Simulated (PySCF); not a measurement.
## Radial density of Sm⁴⁷⁺ (samarium, charge +47)

UHF, [Ne] 3s2 3p3, high-spin 4S determinant. Computed with PySCF 2.14 in an uncontracted even-tempered set (18 s from 10 bohr⁻², ratio 2.5; 12 p from 14 bohr⁻², ratio 2.5; 4 d from 54 bohr⁻², ratio 2.7; 4 f from 80 bohr⁻², ratio 2.7), with scalar relativity by spin-free X2C-1e.

```json
{"r (bohr)": "0.0181", "4πr²ρ (e/bohr)": "80.92", "4πr²(ρα − ρβ)": "1.3082"}
{"r (bohr)": "0.0304", "4πr²ρ (e/bohr)": "68.75", "4πr²(ρα − ρβ)": "4.0097"}
{"r (bohr)": "0.0512", "4πr²ρ (e/bohr)": "88.73", "4πr²(ρα − ρβ)": "6.2915"}
{"r (bohr)": "0.0861", "4πr²ρ (e/bohr)": "85.00", "4πr²(ρα − ρβ)": "1.0970"}
{"r (bohr)": "0.145", "4πr²ρ (e/bohr)": "31.92", "4πr²(ρα − ρβ)": "6.7505"}
{"r (bohr)": "0.244", "4πr²ρ (e/bohr)": "26.30", "4πr²(ρα − ρβ)": "14.9144"}
{"r (bohr)": "0.410", "4πr²ρ (e/bohr)": "2.571", "4πr²(ρα − ρβ)": "1.5497"}
{"r (bohr)": "0.690", "4πr²ρ (e/bohr)": "0.005087", "4πr²(ρα − ρβ)": "0.0017"}
```

Densities and radii are taken from the X2C orbitals without a picture-change correction, which distorts them close to the nucleus.

Spin-orbit coupling, which splits the p, d and f shells strongly at this Z, is absent. Spin-orbit coupling is strong in this species (close to jj coupling), so the high-spin LS determinant is a model state, not a physical level.
